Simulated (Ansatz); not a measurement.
`C=C[SiH]Cl` radical. The species carries charge 0 and has multiplicity 2.

Z-matrix (Å, degrees):
```
C
C 1 1.335
H 1 1.087 2 121.9
H 1 1.086 2 122.0 3 -179.6
Si 2 1.841 1 122.0 3 -4.6
H 2 1.088 1 119.1 3 -179.7
Cl 5 2.059 2 111.3 1 142.2
H 5 1.489 2 111.0 1 20.7
```

(1) List the harmonic frequencies (cm⁻¹, unscaled) at PBE0-D4/def2-TZVP in Ansatz. (An estimate is asked.)

(2) Is this a minimum?

(3) Give the ideal-gas thermochemistry at 298.15 K and 1 bar (rigid rotor, harmonic oscillator; point group C1, symmetry number 1).

(4) And at 400, 500, 600, 800 and 1000 K?

## Answers

(1) Computed: 84, 149, 288, 471, 550, 635, 718, 750, 986, 1011, 1034, 1282, 1429, 1631, 2194, 3133, 3158, 3218.

(2) Yes, all 18 modes are real.

(3) Zero-point energy 135.9 kJ/mol; H(298) − E = 153.1 kJ/mol; entropy 323.7 J/(mol·K), of which translation 165.2, rotation 108.9, vibration 43.9, electronic 5.8; G(298) − E = 56.5 kJ/mol. Modes under 100 cm⁻¹ are hindered rotations or soft bends, so the harmonic entropy is rough.

(4) 
```tsv
T (K)	H − E (kJ/mol)	S (J/mol/K)	G − E (kJ/mol)
400	162.3	350.4	22.2
500	172.8	373.6	-14.0
600	184.3	394.6	-52.5
800	209.8	431.2	-135.2
1000	237.8	462.3	-224.6
```
